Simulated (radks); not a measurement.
Q: All-electron atom: the krypton ion Kr2.75+ in [Ar] 3d10 4s2 4p(up 1.75, down 1.5) (fractional occupations, a model configuration). All-electron calculation, non-relativistic Kohn-Sham, BLYP, spin-polarised, spherical densities, point nucleus. Program: a radial shooting solver on a logarithmic mesh with Libxc functionals. Some entries of the table are withheld. Estimate them.

orbital,occ.,eigenvalue (Ry),<1/r> (bohr^-1)
1s up,1,-1024.553,35.50
1s down,1,-1024.551,35.50
2s up,1,-135.4743,7.889
2s down,1,-135.4733,7.889
2p up,3,-122.8370,7.872
2p down,3,-122.8354,7.872
3s up,1,-21.34299,2.626
3s down,1,-21.34080,2.626
3p up,3,-16.85108,2.518
3p down,3,-16.84860,2.518
3d up,5,-8.78906,(1)
3d down,5,-8.78614,(2)
4s up,1,-4.01527,0.8890
4s down,1,-3.99567,0.8893
4p up,1.75,(3),0.7793
4p down,1.5,(4),0.7788

A: 
(1) 3d up <1/r> (bohr^-1): 2.281
(2) 3d down <1/r> (bohr^-1): 2.281
(3) 4p up eigenvalue (Ry): -2.94506
(4) 4p down eigenvalue (Ry): -2.92576
